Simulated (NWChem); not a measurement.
System: Si$_{2}$H$_{4}$OCl$_{2}$; SMILES Cl[SiH](O[SiH3])Cl

```xyz
9

Si     0.0012     2.5043    -0.2343
O      0.0043     1.0866     0.6519
Si     0.0005    -0.5426     0.6565
Cl     1.6618    -1.2459    -0.3249
Cl    -1.6661    -1.2379    -0.3219
H     -1.2442     2.5809    -1.0503
H      1.1947     2.5388    -1.1272
H      0.0510     3.6337     0.7331
H      0.0006    -1.0391     2.0446
```
Atoms are numbered in this order, from 1.

All runs: NWChem. Geometry: optimised at PBE0/def2-SVP. B3LYP is NWChem's, with the RPA form of VWN correlation. Level: B3LYP/def2-SVP with SMD (1 M gas to 1 M solution), gas-phase geometry. Reactions with the solvent are ignored.

```tsv
solvent	dielectric constant	solvation free energy (kcal/mol)	cavity-dispersion-structure term (kcal/mol)	dipole in solution (D)
water	78.4	1.6	2.9	1.47
acetone	20.5	-3.0	-1.9	1.48
anisole	4.22	-2.6	-1.7	1.42
toluene	2.37	-3.1	-2.4	1.37
ethyl acetate	5.99	-2.9	-2.0	1.44
1-propanol	20.5	-2.9	-1.7	1.46
ethanol	24.9	-3.0	-1.7	1.46
```
